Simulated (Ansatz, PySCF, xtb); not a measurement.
The same groups moved round the core (quinoline fluoro+boryl). Gas-phase values, no solvent. One relaxed conformer stands for each flexible species; it need not be the lowest. Strings in code marks are SMILES.

Quantity: electronic energy of isomers of C9H7BFN relative to `Bc1cc2ccccc2nc1F`, in eV. The restricted reference of `Bc1c(F)cnc2ccccc12`, `Bc1cc(F)c2ccccc2n1`, `Bc1cc(F)c2cccnc2c1` and `Bc1cc2ccccc2nc1F` is unstable towards unrestricted orbitals.

Level 1: frozen-core CCSD(T)/cc-pVDZ // B3LYP-D3(BJ)/def2-SVP (Ansatz, a quantum-chemistry and plane-wave program)
Level 2: B3LYP-D3(BJ)/def2-TZVP // B3LYP-D3(BJ)/def2-SVP (PySCF)
Level 3: HF/3-21G // B3LYP-D3(BJ)/def2-SVP (PySCF)
Level 4: GFN2-xTB (xtb)

```
species               level 1  level 2  level 3  level 4
--------------------  -------  -------  -------  -------
`Bc1c(F)cnc2ccccc12`        …        …     0.49    0.226
`Bc1cc(F)c2cccnc2c1`    0.288    0.332    0.302    0.198
`Bc1cc(F)c2ccccc2n1`    0.403     0.45        …    0.264
```

What belongs in the gaps?


- `Bc1c(F)cnc2ccccc12`, level 1: 0.409
- `Bc1c(F)cnc2ccccc12`, level 2: 0.44
- `Bc1cc(F)c2ccccc2n1`, level 3: 0.428
